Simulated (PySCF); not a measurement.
# How methods differ on the ionisation energy of Co⁴⁺

Co⁴⁺ [Ar] 3d5 [3d3/2^4 3d5/2^1, M_J = 5/2] → Co⁵⁺ [Ar] 3d4 [3d3/2^4, M_J = 0], as a difference of total energies. Calculation: PySCF 2.14, in an uncontracted even-tempered set (18 s from 0.14 bohr⁻², ratio 2.8; 13 p from 0.18 bohr⁻², ratio 2.8; 9 d from 0.18 bohr⁻², ratio 2.8; 4 f from 1.2 bohr⁻², ratio 3); the two-component X2C-1e Hamiltonian. Correlated levels: [Ne] frozen; the 76 highest virtual spinors dropped. "Screened" scales the spin-orbit matrix elements by Boettger's factors to mimic the two-electron term; Breit and QED terms are absent.

```json
{"method": "GHF (screened spin-orbit)", "ionisation energy (eV)": "78.537"}
{"method": "GMP2 (screened spin-orbit)", "ionisation energy (eV)": "79.479"}
```

Problem. How much does correlation contribute at GMP2 (screened spin-orbit)?

Solution. 79.479 − (78.537) = 0.942 eV, measured against GHF (screened spin-orbit).

The labels give the starting determinants; with spin-orbit coupling the two ends relaxed to ⟨J²⟩ = 8.75, ⟨L²⟩ = 0.00, ⟨S²⟩ = 8.75 and ⟨J²⟩ = 3.87, ⟨L²⟩ = 6.00, ⟨S²⟩ = 5.99.

The determinant of Co⁵⁺ mixes levels of different J (the jj label is only the starting occupation), so the difference between spin-free and spin-orbit rows is not the physical spin-orbit shift.

For comparison: 79.5 ± 0.2 eV (semi-empirical (NIST evaluation); NIST Atomic Spectra Database, ionization energies).
